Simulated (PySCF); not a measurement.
Species: C4H6NOS (charge +1).
SMILES with atom numbers: `[SH:1][CH2:2][n+:3]1[cH:4][cH:5][o:6][cH:7]1` (hydrogens: H8 on S1; H9, H10 on C2; H11 on C4; H12 on C5; H13 on C7)

Cartesian coordinates in Å at the GFN2-xTB level; atoms count from 1:
```xyz
13
C4H6NOS angstrom
S      2.387    0.687   -0.745
C      1.383   -0.600    0.102
N     -0.024   -0.302   -0.028
C     -0.795    0.398    0.864
C     -2.021    0.513    0.290
O     -1.985   -0.091   -0.905
C     -0.791   -0.566   -1.075
H      2.458    1.540    0.277
H      1.655   -0.664    1.154
H      1.604   -1.540   -0.405
H     -0.431    0.745    1.811
H     -2.936    0.972    0.615
H     -0.508   -1.092   -1.971
```

A PySCF run (density fitting, gas phase, GFN2-xTB geometry) gave HOMO -12.91 eV, LUMO -5.25 eV.

Question: Which of these levels was it?
A. KT3/MINI
B. CAM-B3LYP/IGLO-II
C. HCTH407/def2-SVPD
D. KT3/cc-pVDZ
E. PBE0/def2-SVPD

Answer: B. It is CAM-B3LYP/IGLO-II. All candidates on this geometry:

```json
{"level and settings": "KT3/MINI", "kind": "GGA", "basis functions": "45", "SCF cycles": "15", "E (Eh)": "-686.6507", "HOMO (eV)": "-12.08", "LUMO (eV)": "-10.04"}
{"level and settings": "HCTH407/def2-SVPD, grid level 1, fitting basis def2-universal-jkfit", "kind": "GGA", "basis functions": "198", "SCF cycles": "12", "E (Eh)": "-683.6205", "HOMO (eV)": "-10.62", "LUMO (eV)": "-7.67"}
{"level and settings": "KT3/cc-pVDZ", "kind": "GGA", "basis functions": "132", "SCF cycles": "15", "E (Eh)": "-691.1176", "HOMO (eV)": "-10.40", "LUMO (eV)": "-7.31"}
{"level and settings": "PBE0/def2-SVPD", "kind": "global hybrid", "basis functions": "198", "SCF cycles": "14", "E (Eh)": "-683.1461", "HOMO (eV)": "-11.68", "LUMO (eV)": "-6.51"}
{"level and settings": "CAM-B3LYP/IGLO-II, energy threshold 1e-06 Eh, level shift 0.1 Eh", "kind": "range-separated hybrid", "basis functions": "203", "SCF cycles": "8", "E (Eh)": "-683.8424", "HOMO (eV)": "-12.91", "LUMO (eV)": "-5.25"}
```

The nearest other candidate, by the summed differences of HOMO and LUMO, is PBE0/def2-SVPD: its HOMO differs by +1.23 eV and its LUMO by -1.26 eV. Cycle counts include a coarse-grid stage where the run had one. KT3 was designed for NMR shieldings or shifts; total energies of different functionals aren't comparable.
